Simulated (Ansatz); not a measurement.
Relaxation of LaCl₃ with RKS PBE0-D4/def2-SVP.

```sh
$ ansatz run in.yaml --threads 4 --pin off --events-out ev --progress --plain --max-ram 3916MiB
```

```yaml
crystal:
  periodic: [false, false, false]
  atoms:
    - {symbol: La, position_ang: [0.212530, -0.522470, 0.156100]}
    - {symbol: Cl, position_ang: [1.866960, 1.088070, 0.294570]}
    - {symbol: Cl, position_ang: [-1.519060, 0.036380, 1.565060]}
    - {symbol: Cl, position_ang: [-0.560420, -0.601980, -2.015730]}
basis:
  gaussian: {orbitals: def2-SVP}
hamiltonian: {xc: pbe0, dispersion: d4}
scf: {omitted_lower_state_checks: [starts]}
output: {orbitals: {seedname: orbitals}}
relax: {f_tol: 0.02, max_steps: 100}
```

It took 9.5 s on 4 threads of Arm Neoverse V2 on a shared host.

Positions (Å) and forces (eV/Å) at steps 1, 2, 3, 4, 6 of 6:

```xyz
4
step=1 energy=-38408.5209 eV
La    0.213   -0.522    0.156    2.670   -5.676    1.605
Cl    1.867    1.088    0.295    4.203    4.202    0.344
Cl   -1.519    0.036    1.565   -4.777    1.613    3.831
Cl   -0.560   -0.602   -2.016   -2.096   -0.138   -5.780
4
step=2 energy=-38410.6675 eV
La    0.282   -0.678    0.201   -0.003    0.009   -0.008
Cl    2.006    1.215    0.308    0.290    0.134    0.058
Cl   -1.665    0.078    1.687   -0.212   -0.022    0.240
Cl   -0.623   -0.615   -2.197   -0.075   -0.121   -0.290
4
step=3 energy=-38410.7569 eV
La    0.209   -0.500    0.147   -0.045    0.112   -0.036
Cl    2.145    1.210    0.350    0.045   -0.023    0.018
Cl   -1.723    0.012    1.798   -0.006   -0.039    0.036
Cl   -0.631   -0.722   -2.295    0.007   -0.050   -0.018
4
step=4 energy=-38410.7788 eV
La    0.134   -0.322    0.094   -0.012    0.032   -0.011
Cl    2.236    1.183    0.381   -0.010   -0.017    0.001
Cl   -1.747   -0.052    1.870    0.015   -0.009   -0.009
Cl   -0.624   -0.809   -2.345    0.007   -0.005    0.018
4
step=6 energy=-38410.7802 eV
La    0.104   -0.250    0.073   -0.001    0.003   -0.002
Cl    2.263    1.167    0.392   -0.001   -0.002    0.000
Cl   -1.749   -0.077    1.891    0.001   -0.001   -0.001
Cl   -0.619   -0.840   -2.356    0.001    0.000    0.002
```

In the def2 sets La takes a core potential; there is no spin–orbit coupling. The structure comes from a short search, and lower isomers may exist.
